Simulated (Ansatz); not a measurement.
C₃H₉CuOSi, SMILES `C[Si](C)(C)[O][Cu]`, relaxed with RKS PBE0-D4/def2-TZVP in the Gaussian-basis code of Ansatz from a PBE-D4/def2-SVP geometry. The force threshold is 0.005 eV/Å; the program also tests the step.

The species carries charge 0 and has multiplicity 1.

Start:

```xyz
15

C    -1.193    0.677    1.122
Si   -0.151   -0.153   -0.228
C     0.484    1.157   -1.434
C     1.318   -1.030    0.590
O    -1.069   -1.218   -1.142
Cu   -1.855   -2.603   -0.351
H    -0.615    1.438    1.687
H    -1.562   -0.074    1.854
H    -2.079    1.178    0.680
H     1.099    0.692   -2.230
H     1.107    1.914   -0.913
H    -0.362    1.683   -1.922
H     1.935   -1.552   -0.170
H     1.976   -0.321    1.136
H     0.968   -1.791    1.320
```

Problem. How much energy does the relaxation release, and in how many steps? (Estimate.)

Solution. The calculation gave: 0.09 eV, in 8 steps, 1 of them rejected.

Problem. Which bonds change most? (Best estimate.)

Solution. The calculation gave: Si2–O5 from 1.677 to 1.627 Å; Si2–C3 from 1.891 to 1.874 Å; C1–Si2 from 1.896 to 1.879 Å; Si2–C4 from 1.896 to 1.879 Å.

Problem. Give the relaxed structure. (Estimate.)

Solution. Computed: 
```xyz
15

C    -1.168    0.677    1.117
Si   -0.159   -0.162   -0.228
C     0.475    1.139   -1.417
C     1.307   -1.006    0.592
O    -1.057   -1.217   -1.081
Cu   -1.911   -2.657   -0.473
H    -0.579    1.428    1.653
H    -1.526   -0.047    1.856
H    -2.041    1.179    0.691
H     1.081    0.682   -2.203
H     1.090    1.883   -0.903
H    -0.357    1.660   -1.898
H     1.924   -1.519   -0.150
H     1.943   -0.288    1.119
H     0.978   -1.751    1.324
```
